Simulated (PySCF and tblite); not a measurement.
C₈H₁₁NO, numbered as in [CH2:1]=[CH:2]/[CH:3]=[CH:4]\[C:5](=[CH2:6])[NH:7][C:8]([CH3:9])=[O:10].

Level: LC-wPBE-D3(BJ)/def2-SVP//GFN2-xTB, thermal terms from GFN2-xTB, symmetry numbers and mirror pairs counted. Conformers within 5 kcal/mol (GFN2-xTB free energy) were kept, 4 at most. GIAO shieldings: wB97X-D/cc-pVDZ. Shifts are against NH3 (¹⁵N) at the same level. (PySCF 2.14, tblite 0.8.)

Torsions listed: C1–C2–C3–C4, C3–C4–C5–N7, C4–C5–N7–C8, C5–N7–C8–O10. Of a mirror pair one member is shown.

```tsv
conformer	shape	symmetry	E(GFN2) kcal/mol	E(DFT) kcal/mol
1	172°, -34°, 167°, -1°	C1 (pair)	0.57	0.00
2	171°, 141°, 178°, 0°	C1 (pair)	0.82	0.19
3	175°, 135°, -18°, 3°	C1 (pair)	0.00	1.15
4	38°, 28°, -168°, -2°	C1 (pair)	2.06	1.23
```

(1) How much do the weights at 298.15 K and the averaged shift of N7 depend on how the conformers are weighted?

Rotation about the C–N or B–N bond may be slow on the NMR time scale, and the averages treat it as fast. Unscaled ¹⁵N shifts at such levels can be off by tens of ppm; differences between conformers or isomers are more reliable.

## Answers

(1) 
```tsv
weighting	1 (%)	2 (%)	3 (%)	4 (%)	δ (ppm)	rms dipole (D)
DFT energy with thermal terms, symmetry and mirror images (full scheme)	47	39	8	6	146.5	3.73
DFT energy with symmetry and mirror images	50	36	7	6	146.7	3.73
bare DFT energy	50	36	7	6	146.7	3.73
GFN2-xTB energy with symmetry and mirror images	23	15	60	2	146.5	3.50
GFN2-xTB free energy	21	16	61	2	146.5	3.50
leading conformer alone	100	0	0	0	148.3	3.77
equal weights	25	25	25	25	146.9	3.66
full scheme, search stopped after three starts	100	0	0	0	148.3	3.77
```

The largest departure from the full scheme, 1.8 ppm, comes with: leading conformer alone.


¹⁵N shifts are against a computed isolated NH3 molecule, about 20 ppm from the liquid.